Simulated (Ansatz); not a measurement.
A structure relaxed at r2SCAN-D4/def2-SVP in Ansatz, charge 0, singlet:

```csv
atom,x (Å),y (Å),z (Å)
Cu1,0.6670,1.8962,-0.3659
Cu2,-0.6669,-1.8961,0.3661
Cu3,1.2599,-0.5021,-0.3050
Cu4,-1.2598,0.5022,0.3052
Cl5,2.5960,1.1768,0.2901
Cl6,0.7827,-2.5234,-1.1081
Cl7,-1.3632,2.3269,-0.9667
Cl8,-2.0157,-0.9806,1.7844
```

Problem. Give its formula and point group.

Solution. Cu4Cl4 (the lowest singlet isomer of a short search). Point group D2 (tolerance 0.1 Å).

Problem. Summarise the bond lengths by kind (pairs closer than 1.2 times the sum of covalent radii, bridged metal pairs left out).

Solution. 8 × Cl–Cu 2.16 to 2.23 Å; 1 × Cu–Cu 2.78 Å.

The relaxation made no stability test and no search for a lower SCF solution. The structure comes from a short search, and lower isomers may exist.
